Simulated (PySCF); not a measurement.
CH2BClO3

CH2BClO3 is a carbene (divalent C1, bonded to 1 Cl + 1 O), neutral, singlet. The structure, one conformer, was relaxed in the gas phase by PBE0-D3(BJ)/def2-SVP. No frequency run checks that it is a minimum.

The strong deshielding of the divalent centre rests on a low-lying excitation, and density functionals tend to overstate it.

SMILES: OB(O)O[C]Cl

```xyz
8

C     1.898   -0.915    0.019
Cl    2.387    0.879    0.448
O     0.658   -1.009   -0.143
B    -0.550   -0.202   -0.110
O    -1.632   -0.920   -0.432
O    -0.543    1.090    0.211
H    -2.438   -0.393   -0.415
H     0.356    1.428    0.392
```
(Å; atoms numbered from 1)

Shieldings: GIAO PBE0/pcSseg-2. Shifts are against computed references at the same level: C TMS (σ 184.1 ppm), H TMS (σ 31.24 ppm). Core levels by delta-SCF with SCAN, pcX-2 on the ionised atom and pcseg-1 elsewhere, spin-free X2C (2p3/2 is the spin-free 2p value less a third of a first-order spin-orbit splitting); from the vacuum level, for chosen atoms.

Task: Give the NMR and core-level values of the distinct atoms.

Result: 
```
atoms   bonded to  σ (ppm)  δ (ppm)  core level (eV)
   C1  1 Cl + 1 O   -190.9    375.0                -
  Cl2         1 C    263.0        -     2p3/2 205.82
   O3   1 B + 1 C   -110.0        -        1s 541.29
   B4         3 O     83.9        -        1s 199.96
   O5   1 B + 1 H    232.2        -        1s 540.43
   O6   1 B + 1 H    211.4        -                -
   H7         1 O    27.28     3.97                -
   H8         1 O    22.70     8.54                -
```

Values are those of this one static structure; atoms that internal rotation interchanges would show their mean in an NMR spectrum.

Core levels of C1 are left out, their hole states being strongly spin-contaminated.

Task: Which of O3, O5 holds its core electrons tightest, and by how much against the loosest?

Result: O3 (bonded to 1 B + 1 C), by 0.86 eV over O5 (bonded to 1 B + 1 H).

Task: By CAM-B3LYP/def2-SVPD (TDDFT singlets, Tamm-Dancoff triplets, ionisation by delta-SCF), where does absorption start, and what does vertical ionisation take?

Result: The lowest singlet lies at 3.46 eV (f 0.007), the strongest of the first 6 at 6.71 eV (f 0.229), the lowest triplet at 1.87 eV; vertical ionisation takes 10.00 eV.
